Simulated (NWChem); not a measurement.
Species: CH3N2S anion

```xyz
7

N      1.1599    -1.1729     0.0109
C      0.1122    -0.4081     0.0151
N     -1.1342    -1.0611     0.0439
S      0.0378     1.3541     0.0037
H      1.9918    -0.5872     0.0256
H     -1.0885    -2.0181    -0.2908
H     -1.8940    -0.5099    -0.3314
```
Atoms are numbered in this order, from 1.

Results from NWChem. Pople sets run with spherical d functions. Sets without diffuse functions describe the anion's extra electron poorly. All runs use the structure optimised with B3LYP/def2-SVPD. Atomic charges in e: unrestrained fits to the electrostatic potential beside Mulliken populations; buried atoms are poorly determined by the fit.

Task: What does the run give for Hartree-Fock/6-31G*? Quantities: ESP N1; Mulliken N1; ESP C2; Mulliken C2; ESP N3; Mulliken N3; ESP S4; Mulliken S4; relative RMS misfit of the potential (%).

Result: 
- ESP N1: -1.00
- Mulliken N1: -0.83
- ESP C2: 0.91
- Mulliken C2: 0.39
- ESP N3: -0.94
- Mulliken N3: -0.89
- ESP S4: -0.95
- Mulliken S4: -0.67
- relative RMS misfit of the potential (%): 5
